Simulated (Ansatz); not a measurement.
Spectroscopic constants of ReN, multiplicity 3 (lowest of 2S+1 = 1, 3, 5, 7, 9 at CCSD(T)/def2-TZVPP on PBE0 minima; our sources give no spin for the ground state, which may be another). No spin–orbit coupling. The T1 diagnostic near the minimum is 0.074, so single-reference values are doubtful.

The constants come from a fifth-degree fit in 1/R (seven points, main isotopes). Runs in def2 and cc sets follow the lowest solution found near the PBE0 minimum.

Programs: Ansatz (a quantum-chemistry and plane-wave program) with Gaussian orbitals. Values without a source in brackets are computed. In def2 rows elements past Kr take small-core potentials, without spin–orbit coupling.

Energies at PBE/def2-TZVPP:

| R (Å) | E (hartree) |
|---|---|
| 1.505694 | -132.94158996 |
| 1.546170 | -132.95618134 |
| 1.583407 | -132.96407270 |
| 1.625502 | -132.96775154 |
| 1.667596 | -132.96691864 |
| 1.716167 | -132.96155611 |
| 1.772833 | -132.95086043 |

Question: With a reduced mass of 13.0273 u, find the minimum, the force constant and the constants.

Answer: A fifth-degree polynomial in 1/R puts the minimum at r_e = 1.6376 Å with force constant 1040 N/m. Then ω_e = (1/2πc)√(k/μ) = 1163 cm⁻¹ and B_e = h/(8π²cμr_e²) = 0.4825 cm⁻¹; the cubic and quartic terms give α_e = 0.0023 and ω_e x_e = 4.5 cm⁻¹.
